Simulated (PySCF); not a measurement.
Geometry (Å), atoms numbered from 1 in this order:
```xyz
23

C    -3.636    0.223    0.436
C    -2.488   -0.472   -0.285
C    -1.303    0.468   -0.491
P     0.082   -0.393   -1.396
C     0.970   -1.152    0.075
C     1.769    0.137    0.343
Si    3.611   -0.105    0.738
C     1.457    0.823   -1.000
H    -3.986    1.077   -0.140
H    -3.315    0.578    1.414
H    -4.471   -0.460    0.576
H    -2.166   -1.341    0.295
H    -2.830   -0.836   -1.256
H    -0.951    0.855    0.469
H    -1.610    1.317   -1.109
H     1.600   -1.980   -0.254
H     0.336   -1.502    0.889
H     1.294    0.696    1.154
H     3.728   -0.857    1.988
H     4.227   -0.856   -0.358
H     4.246    1.208    0.865
H     1.161    1.871   -0.948
H     2.268    0.728   -1.724
```

Calculated, not measured (PySCF 2.14.0 with density-fitted response routines): σ from GIAO-PBE0/pcSseg-1, GFN2-xTB structure. Relativity neglected, one averaged value for each set of equivalent atoms, single conformer, isolated molecule.

Shifts are taken against calculated references (same method and geometry level): $^{13}$C, $^{1}$H, $^{29}$Si against TMS; $^{31}$P against H3PO4.

```csv
atoms,nucleus,count,δ (ppm)
H9/H10/H11,$^{1}$H,3,?
Si7,$^{29}$Si,1,?
C1,$^{13}$C,1,19.4
C3,$^{13}$C,1,37.1
H16/H23,$^{1}$H,2,2.03
H12/H13,$^{1}$H,2,1.44
H18,$^{1}$H,1,3.40
C6,$^{13}$C,1,?
H17/H22,$^{1}$H,2,1.49
C5/C8,$^{13}$C,2,24.1
H19/H20/H21,$^{1}$H,3,3.80
H14/H15,$^{1}$H,2,2.01
C2,$^{13}$C,1,23.8
P4,$^{31}$P,1,?
```

Question: Complete the table.

Answer: 
- C6: 21.0 ppm, sp3 CH bonded to Si
- H9/H10/H11: 1.24 ppm, hydrogen on a methyl carbon; far from electronegative atoms and π systems
- P4: 12.8 ppm, phosphorus bonded to 3 C, in a 4-membered ring
- Si7: -64.6 ppm, silicon bonded to C, 3 H

Shifts are as computed. Against solution values, carbons near 30 ppm lie about +3 ppm off and those near 130 ppm about +5 ppm. Of 1211 compounds with measured shifts, 218 miss one by over three times the rms of a fit or turn the order of signals round; such compounds aren't used in these exercises. Experimental scales use liquid or dissolved standards, which lie at an offset from isolated H3PO4.
